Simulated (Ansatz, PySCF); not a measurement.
Breaking the C1–H4 bond in N-methylmethanimine (SMILES C=NC) (multiplicity 1 held, fragments rigid). Energies count from the point at 1.092 Å.
Geometry at that point (charge 0, multiplicity 1):
```tsv
atom	x (Å)	y (Å)	z (Å)
C	1.0907	-0.3756	-0.0039
N	-0.0396	0.4998	0.2247
C	-1.1803	0.1063	-0.1344
H	1.8220	0.1452	-0.6258
H	1.5768	-0.5834	0.9517
H	0.8208	-1.3261	-0.4849
H	-1.3608	-0.8667	-0.6118
H	-2.0440	0.7482	0.0278
```

Restricted levels (R-, RO-) in cc, def2 and unpolarised 6-31G sets keep to the state of the molecule at rest. Active spaces are followed from a long bond inwards. Curves can end on different states.

Cores are frozen in the correlated methods. Rows in 6-31G* carry no dispersion term and start afresh at each structure (6-31G* with six Cartesian d functions).

Codes used: Ansatz (Gaussian orbitals); PySCF for 6-31G* rows. 

Energies in kcal/mol.

| R (Å) | R-BP86/6-31G* | R-wB97X-V/cc-pVTZ | R-MP2/cc-pVTZ | SC-NEVPT2 on CASSCF(2,2)/cc-pVTZ | FIC-MRCISD+Q on CASSCF(2,2)/cc-pVTZ |
|---|---|---|---|---|---|
| 0.874 | 31.6 | 28.9 | 28.1 | 28.9 | 28.3 |
| 0.983 | 6.9 | 5.8 | 5.4 | 5.9 | 5.5 |
| 1.092 | 0.0 | 0.0 | 0.0 | 0.0 | 0.0 |
| 1.201 | 2.7 | 3.7 | 4.1 | 3.4 | 3.8 |
| 1.311 | 10.3 | 12.4 | 13.1 | 11.7 | 12.4 |
| 1.474 | ? | 29.5 | 30.5 | 27.8 | 28.8 |
| 1.638 | 41.8 | 47.8 | 49.0 | 44.6 | 45.7 |
| 1.911 | 66.4 | 76.3 | 77.2 | 68.8 | 70.1 |
| 2.184 | ? | 100.4 | 100.3 | 86.2 | 87.7 |
| 2.512 | 104.4 | 123.6 | 121.1 | 98.8 | 100.3 |
| 2.949 | ? | 146.4 | 138.6 | 106.1 | 107.7 |
| 3.495 | 132.1 | 166.0 | 148.0 | 108.7 | 110.3 |

Task: What belongs in the gaps?

Result: 
- 1.474, R-BP86/6-31G*: 25.6
- 2.184, R-BP86/6-31G*: 86.4
- 2.949, R-BP86/6-31G*: 120.5

Doubts at one or more of the structures used: a restricted determinant that unrestricted orbitals would lower (R-BP86/6-31G*, R-wB97X-V/cc-pVTZ, R-MP2/cc-pVTZ).

Ansatz is a quantum-chemistry and plane-wave program.
